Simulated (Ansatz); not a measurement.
Ansatz results at the PBE0-D4/def2-TZVP geometry: HOMO–LUMO gap (PBE0/def2-TZVPP) 5.97 eV; LUMO energy (PBE0/def2-TZVPP) -3.60 eV; LUMO energy (ωB97M-V/def2-TZVPP) -1.43 eV.

Each molecule was computed in one conformer, which needn't be the lowest.

Problem. Which molecule gave them?
A. `[O]=[Mo]([OH])([OH])([OH])[F]`
B. `[OH][Mo]([F])(=[S])([Cl])[Cl]`
C. `[CH3][Mo]([F])(=[S])=[S]`
D. `C[O][Mo]([OH])([F])([F])([F])[Cl]`

Solution. A. The others give `C[O][Mo]([OH])([F])([F])([F])[Cl]`: 4.78, -4.33, -2.31; `[CH3][Mo]([F])(=[S])=[S]`: 4.10, -3.41, -1.33; `[OH][Mo]([F])(=[S])([Cl])[Cl]`: 4.34, -4.31, -2.20.
